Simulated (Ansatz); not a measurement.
`[OH][Ge]([F])([F])[F]` + H₂O → `[OH][Ge]([OH])([F])[F]` + H–F at 400 K and 1 bar (formal hydrolysis of a Ge–F bond).

Isolated molecules relaxed with PBE0-D4/def2-TZVP in Ansatz; ΔE leaves out vibrations. CCSD(T)/CBS is the MP2 limit (def2-TZVPP, def2-QZVPP) plus CCSD(T) − MP2 in def2-TZVPP, frozen cores. This one scheme is used for every species. For Ge outer-core shells are correlated without core-valence functions, which leaves a few kJ/mol of doubt a bond. Scalar relativity is left out up to krypton. One conformer a species, not always the lowest.

| species | CCSD(T)/CBS energy (Eh) | H − E (kJ/mol) | S (J/(mol·K)) |
| --- | --- | --- | --- |
| `[OH][Ge]([F])([F])[F]` | -2451.40975 | 84.5 | 369.1 |
| H₂O | -76.37941 | 69.8 | 198.6 |
| `[OH][Ge]([OH])([F])[F]` | -2427.38846 | 117.1 | 371.6 |
| H–F | -100.39570 | 36.5 | 182.2 |

H − E and S are ideal-gas, rigid-rotor, harmonic terms from PBE0-D4/def2-TZVP, for one conformer and one mirror image of each species. 1 Eh = 2625.50 kJ/mol, R = 8.31446 J/(mol·K).

By hand: ΔE, ΔH, ΔS and ΔG.

ΔE = (-2427.38846) + (-100.39570) − (-2451.40975) − (-76.37941) = 0.00500 Eh = 13.1 kJ/mol. Δ(H − E) = 117.1 + 36.5 − 84.5 − 69.8 = -0.7, so ΔH = 12.4 kJ/mol. ΔS = 371.6 + 182.2 − 369.1 − 198.6 = -13.9 J/(mol·K). ΔG = 12.4 − 400 × (-13.9)/1000 = 18.0 kJ/mol.

By hand: the equilibrium constant, and the temperature at which ΔG would vanish if ΔH and ΔS stayed fixed.

log₁₀ K = −ΔG/(RT ln 10) = -2.4. ΔH and −TΔS have one sign here, so there is no such temperature.

TΔS isn't small against ΔH here. A doubt of 5 kJ/mol in ΔE shifts log₁₀ K by 0.7 here. Other conformers and mirror images would add mixing entropy, several J/(mol·K) or more a flexible species. These are equilibria of isolated gas molecules and say nothing of rates. Largest T1 diagnostic: 0.012 (customary marks: 0.02 for closed shells, 0.045 for open ones).
